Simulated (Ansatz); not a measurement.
GaTe, multiplicity 2 (lowest of 2S+1 = 2, 4 at CCSD(T)/def2-TZVPP on PBE0 minima; our sources give no spin for the ground state, which may be another), most abundant isotopes (68.9256 and 129.9062 u). Constants from fifth-degree fits in 1/R to seven points on the lowest solution found; no spin–orbit coupling, no relativity up to Kr; ω_e x_e and α_e move by some per cent with the fit.

Correlated levels freeze the inner cores; with def2 sets outer-core shells near the valence are correlated too.

Programs: Ansatz (a quantum-chemistry and plane-wave program).  In def2 rows elements past Kr take small-core potentials, without spin–orbit coupling.

```
level               r_e (Å)  ω_e (cm⁻¹)  ω_e x_e (cm⁻¹)  α_e (cm⁻¹)
------------------  -------  ----------  --------------  ----------
PBE/def2-TZVPP       2.4212       253.0           0.855    0.000260
CCSD(T)/def2-TZVPP   2.3972       269.9           0.938    0.000258
```

Question: Derive the rotational constants, the centrifugal constant, the fundamental, the zero-point energy and the force constant.

Answer: 
μ = 45.03234 u.
- PBE/def2-TZVPP: B_e = 16.8576/(μ r_e²) = 0.063859 cm⁻¹; B₀ = B_e − α_e/2 = 0.063729 cm⁻¹; D = 4B_e³/ω_e² = 1.63e-08 cm⁻¹; fundamental ω_e − 2ω_e x_e = 251 cm⁻¹; zero-point energy ω_e/2 − ω_e x_e/4 = 126 cm⁻¹; k = μ(2πcω_e)² = 170 N/m
- CCSD(T)/def2-TZVPP: B_e = 16.8576/(μ r_e²) = 0.065141 cm⁻¹; B₀ = B_e − α_e/2 = 0.065012 cm⁻¹; D = 4B_e³/ω_e² = 1.52e-08 cm⁻¹; fundamental ω_e − 2ω_e x_e = 268 cm⁻¹; zero-point energy ω_e/2 − ω_e x_e/4 = 135 cm⁻¹; k = μ(2πcω_e)² = 193 N/m
